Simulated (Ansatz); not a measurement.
Single points on InH2(NH2) (InNH4).

```yaml
crystal:
  periodic: [false, false, false]
  atoms:
    - {symbol: In, position_ang: [0.495532, 0.825077, -0.004468]}
    - {symbol: H, position_ang: [2.161875, 0.659454, 0.372604]}
    - {symbol: H, position_ang: [-0.435061, 2.215467, -0.387973]}
    - {symbol: N, position_ang: [-0.545941, -0.908589, 0.005337]}
    - {symbol: H, position_ang: [-1.530630, -0.981076, -0.195246]}
    - {symbol: H, position_ang: [-0.145775, -1.810333, 0.209747]}
basis:
  gaussian: {orbitals: def2-SVP, initial_orbitals: start.molden}
hamiltonian: {xc: pbe0, dispersion: d4}
scf: {omitted_lower_state_checks: [starts]}
output: {orbitals: {seedname: orbitals}}
```

The file start.molden holds the orbitals of an earlier run on this structure, at another level or in another basis.

```sh
$ ansatz run in.yaml --threads 4 --pin off --events-out ev --progress --plain --max-ram 3916MiB
```

Shortened log:

```
Functional definition: PBE0
691 factors; integrals over basis functions are off by at most 5.6e-4 eV
mean field evaluation 1: about -6724.9588 eV, gradient 3.1e1 eV
mean field evaluation 2: about -6725.2456 eV, gradient 3.7e-1 eV
mean field evaluation 4: about -6725.2456 eV, gradient 1.3e-3 eV
mean field -6725.24560703 eV, -247.1482175233 hartree, gradient 9.5e-6 eV, S^2 0.000000; 0 other end points of the search recorded, 0 dependent functions left out
reference -6725.24563931 eV, -247.1482187094 hartree; 16, 16 occupied and 44, 44 virtual orbitals, 691 factors
Total energy: -6725.30748971 eV, -247.1504916697 hartree
Checks for a lower state left out: starts
```

Hardware: 4 threads of Arm Neoverse V1 on a shared host. Wall time 0.5 s.

First input, but with `gaussian: {orbitals: def2-TZVPD, initial_orbitals: start.molden}` (abridged; 0.9 s):

```
Functional definition: PBE0
mean field -6727.45920388 eV, -247.2295657071 hartree, gradient 2.2e-5 eV, S^2 0.000000
Total energy: -6727.52109929 eV, -247.2318403215 hartree
Checks for a lower state left out: starts
```

As the first input, with `gaussian: {orbitals: def2-TZVP, initial_orbitals: start.molden}`, `hamiltonian: {xc: {name: CAM-B3LYP}, dispersion: d4}` (abridged; 0.86 s):

```
Functional definition: CAM-B3LYP
mean field -6728.05461769 eV, -247.2514467611 hartree, gradient 1.9e-5 eV, S^2 0.000000
Total energy: -6728.11791505 eV, -247.2537728961 hartree
Checks for a lower state left out: starts
```

As the first input, with `gaussian: {orbitals: def2-TZVP, initial_orbitals: start.molden}`, `hamiltonian: {xc: {name: r2SCAN0}, dispersion: d4}` (abridged; 1.4 s):

```
Functional definition: r2SCAN0
mean field -6729.15229910 eV, -247.2917858087 hartree, gradient 2.0e-5 eV, S^2 0.000000
Total energy: -6729.17218939 eV, -247.2925167632 hartree
Checks for a lower state left out: starts
```

First input, but with `gaussian: {orbitals: STO-3G}`, `hamiltonian: {xc: hf}` (abridged; 0.15 s):

```
Functional definition: HF
mean field -156164.33360789 eV, -5738.9334081029 hartree, gradient 6.7e-5 eV, S^2 0.000000
Total energy: -156164.33360789 eV, -5738.9334081029 hartree
Checks for a lower state left out: starts
```

As the first input, with `gaussian: {orbitals: def2-TZVPP, initial_orbitals: start.molden}`, `correlation: {method: ccsd_t}` and without the key `hamiltonian` (abridged; 9 s):

```
Functional definition: HF
mean field -6693.82902715 eV, -245.9936795075 hartree, gradient 8.3e-6 eV, S^2 0.000000
5 core orbitals not correlated: weight in the atoms' cores, before any rotation towards them, 1.000 or more for the frozen orbitals, at most 0.000 for the correlated occupied ones
second order -14.14921308 eV of doubles, -0.00000000 eV of singles
cycle   1  -14.05063822 eV  change    9.9e-2 eV  update   9.4e-2
cycle   2  -14.41915194 eV  change   -3.7e-1 eV  update   2.9e-2
cycle   3  -14.50036950 eV  change   -8.1e-2 eV  update   1.8e-2
cycle   4  -14.49467657 eV  change    5.7e-3 eV  update   5.9e-3
cycle   5  -14.49200823 eV  change    2.7e-3 eV  update   3.4e-3
cycle   6  -14.49276907 eV  change   -7.6e-4 eV  update   1.2e-3
cycle   7  -14.49260133 eV  change    1.7e-4 eV  update   4.5e-4
cycle   8  -14.49262290 eV  change   -2.2e-5 eV  update   1.3e-4
cycle   9  -14.49267754 eV  change   -5.5e-5 eV  update   3.8e-5
cycle  10  -14.49267180 eV  change    5.7e-6 eV  update   1.2e-5
perturbative correction -0.46396480 eV, -0.0170503919 hartree
Total energy: -6708.78566375 eV, -246.5433257646 hartree
Checks for a lower state left out: starts
```

As the first input, with `gaussian: {orbitals: def2-TZVP, initial_orbitals: start.molden}`, `correlation: {method: mp2}` and without the key `hamiltonian` (abridged; 0.55 s):

```
Functional definition: HF
mean field -6693.77210462 eV, -245.9915876432 hartree, gradient 6.1e-6 eV, S^2 0.000000
5 core orbitals not correlated: weight in the atoms' cores, before any rotation towards them, 1.000 or more for the frozen orbitals, at most 0.000 for the correlated occupied ones
second order -13.76491628 eV of doubles, -0.00000000 eV of singles
Total energy: -6707.53702091 eV, -246.4974389864 hartree
Checks for a lower state left out: starts
```

Geometry: B3LYP-D4/def2-TZVP.

In the def2 sets In takes a core potential, while STO-3G treats all electrons; there is no spin–orbit coupling. Correlated methods freeze 5 core orbitals; core or outer-core shells of In are correlated, in sets that lack core-valence functions.
